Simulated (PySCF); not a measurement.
Species: C₂H₉NO₂Si₃.
Structure used (GFN2-xTB), in Å, numbered top down from 1:
```xyz
17
C2H9NO2Si3 angstrom
C     -2.3226    2.4156   -0.1321
N     -1.4379    1.5598    0.0863
Si    -0.7293    0.3107   -0.8504
Si    -1.5618   -1.7391   -0.2181
O      0.8695    0.3993   -0.3044
C      1.4556   -0.5959    0.3160
O      0.9193   -1.6675    0.5052
Si     3.2491   -0.1658    0.8367
H     -2.7634    2.6146   -1.1119
H     -2.6914    3.0222    0.6905
H     -0.4792    0.6248   -2.2623
H     -0.9394   -2.8276   -0.9679
H     -2.9871   -1.7570   -0.6266
H     -1.5778   -1.9899    1.2200
H      3.2588    1.2483    1.1993
H      4.0966   -0.4031   -0.3327
H      3.6340   -1.0374    1.9424
```

Method used: PySCF, TDDFT wB97X-D/def2-SVPD, vertical, gas phase, core orbitals frozen in the response.

Transition dipole moments from the ground state, in atomic units and in the frame of the coordinates above (overall signs are arbitrary), for the states with f of 0.002 or more among the lowest 8:

```json
{"state": "S2", "E (eV)": "5.080", "μx": "-0.034", "μy": "0.037", "μz": "0.157"}
{"state": "S3", "E (eV)": "6.239", "μx": "-0.482", "μy": "0.570", "μz": "0.008"}
{"state": "S4", "E (eV)": "6.455", "μx": "0.651", "μy": "-0.724", "μz": "-0.045"}
{"state": "S5", "E (eV)": "6.719", "μx": "0.110", "μy": "-0.015", "μz": "-0.107"}
{"state": "S6", "E (eV)": "6.763", "μx": "-0.186", "μy": "-0.041", "μz": "-0.002"}
{"state": "S7", "E (eV)": "6.869", "μx": "0.240", "μy": "-0.204", "μz": "0.236"}
{"state": "S8", "E (eV)": "6.969", "μx": "0.273", "μy": "-0.138", "μz": "0.160"}
```

(1) Work out the oscillator strengths.

(2) Which bond between heavy atoms lies closest to the direction of the S4 transition dipole?

(3) What angle do the transition dipoles of S4 and S7 make?

(4) How is the summed strength of these states shared among x, y and z?

(5) What peak molar absorption coefficient would the strongest computed level give as a lone Gaussian band 0.4 eV wide at half height?

## Answers

(1) f = (2/3) ΔE |μ|² with ΔE in hartree (27.2114 eV).

| state | \|μ\|² (au) | \|μ\| (D) | f |
| --- | --- | --- | --- |
| S2 | 0.027 | 0.42 | 0.003 |
| S3 | 0.558 | 1.90 | 0.085 |
| S4 | 0.950 | 2.48 | 0.150 |
| S5 | 0.024 | 0.39 | 0.004 |
| S6 | 0.036 | 0.48 | 0.006 |
| S7 | 0.155 | 1.00 | 0.026 |
| S8 | 0.119 | 0.88 | 0.020 |

(2) C1–N2, at 13° from it; next N2–Si3 and O5–C6 at 33°.

(3) |cos θ| = |μa·μb| / (|μa| |μb|) = 0.77, so θ ≈ 40° (taken between 0 and 90°, since the signs are arbitrary).

(4) (2/3) Σ ΔE μα² gives 0.133 for x, 0.143 for y and 0.019 for z, 0.295 in all.

(5) ε(max) = 2.175×10⁸ f / FWHM, with the width in cm⁻¹. S4: 2.175×10⁸ × 0.1502 / 3226 ≈ 10000 L mol⁻¹ cm⁻¹.

One conformer stands for the species.
